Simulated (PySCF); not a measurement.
# SnB⁻ at ROHF

Computed with ROHF; Sn aug-cc-pVDZ-PP with ECP28, B aug-cc-pVDZ; scalar-relativistic core potentials (PySCF 2.14).

- state: ³Π (triplet), unpaired electrons σ ↑, π ↑
- bond length: 2.122 Å
- harmonic wavenumber: 623 cm⁻¹
- force constant: 2.31 mdyn/Å
- rotational constant Be: 0.3714 cm⁻¹
- anharmonicity ωexe: 5.06 cm⁻¹
- vibration–rotation constant αe: 0.00308 cm⁻¹
- well depth De to Sn⁻ + B: 0.83 eV
- dissociation energy D0: 0.79 eV
- bond order (Mayer): 2.18
- dipole moment (positive dipole points towards B; it is taken about the centre of mass and depends on that origin): -3.21 D

Spin–orbit coupling is left out, which matters for elements this heavy, above all for dissociation energies. For an ion De counts to the pair picked by the measured ionisation energies or electron affinities, which need not be the lowest pair at this level. Hartree–Fock leaves out correlation, which carries a large part of most bond energies and some tenths to 1 eV of ionisation energies. The state is the lowest determinant that a PBE0 search found; another state may lie lower at other levels.
